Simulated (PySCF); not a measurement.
## Where the electron goes

C₆H₁₁N.
Geometry (GFN2-xTB, Å), atoms numbered from 1 in this order:
```xyz
18
C6H11N angstrom
C      1.9742   -0.2330   -0.5240
C      0.6879   -0.2529    0.2942
C     -0.3596   -1.2458   -0.2184
C     -1.6892   -0.6594    0.2555
C     -1.5041    0.8436    0.0567
C     -0.0401    1.0826    0.2969
N      0.4217    2.2363    0.4692
H      1.7632    0.0428   -1.5558
H      2.6828    0.4852   -0.1151
H      2.4423   -1.2149   -0.5159
H      0.9341   -0.4880    1.3377
H     -0.3335   -1.2697   -1.3098
H     -0.1927   -2.2576    0.1498
H     -2.5405   -1.0537   -0.2971
H     -1.8348   -0.8806    1.3145
H     -2.1196    1.4578    0.7108
H     -1.7293    1.1280   -0.9737
H      1.4283    2.2858    0.6126
```

Theory: PySCF, TDDFT PBE0/def2-SVPD, vertical, gas phase, core orbitals frozen in the response.

Kohn–Sham orbitals with the atoms that hold most of them (Löwdin shares over 4%, at most four atoms; ? is withheld):

```
orbital  ε (eV)                             atoms
 HOMO-3   -9.46    C3 22%, C2 19%, C1 18%, C4 18%
 HOMO-2   -9.37  C3 18%, C4 18%, H12 12%, H15 11%
 HOMO-1   -8.32                                 ?
   HOMO       ?                                 ?
   LUMO   -0.06      C6 30%, N7 26%, C2 8%, C5 7%
 LUMO+1    0.74      C1 12%, C3 10%, C4 9%, C5 8%
 LUMO+2    1.12    C1 15%, C4 12%, H9 11%, H15 9%
```

Q: Which atoms hold the HOMO, and with what shares?

A: N7 (bonded to C and H) 55%; C6 (bonded to 2 C and N) 13%; C2 (bonded to 3 C and H) 10%; H18 (bonded to N) 8%. By element: nitrogen 55%, carbon 23% or more, hydrogen 8% or more.

Q: Give the leading atoms of the HOMO-1.

A: N7 (bonded to C and H) 43%; C6 (bonded to 2 C and N) 22%; C5 (bonded to 2 C and 2 H) 8%; C2 (bonded to 3 C and H) 6%. By element: nitrogen 43%, carbon 36% or more.

Q: What is the HOMO energy, and the HOMO–LUMO gap?

A: ε(HOMO) = -7.00 eV; the gap is 6.95 eV (0.2553 hartree).

Q: The HOMO–LUMO gap is 6.95 eV. Where does the response calculation put the lowest singlet, and from which orbitals?

A: S1 is at 5.08 eV (f = 0.0020), 1.87 eV below the gap, made of HOMO→LUMO (96%). 

Q: Give energy, strength and leading configuration of S1 and S2, and follow the Löwdin shares of the leading atoms from the occupied to the empty orbital.

A: 
- S1 (5.08 eV, f 0.0020), HOMO→LUMO (96%): N7 55% → 26%, C6 13% → 30%
- S2 (6.68 eV, f 0.018), HOMO→LUMO+1 (88%): N7 55% → at most 8%, C6 13% → at most 8%, C1 at most 8% → 12%, C3 at most 8% → 10%

Hardware: an Arm Neoverse V2 with one thread, no GPU (shared host). Cost: 40 s wall, 0.88 GiB resident at most.

One conformer stands for the species.
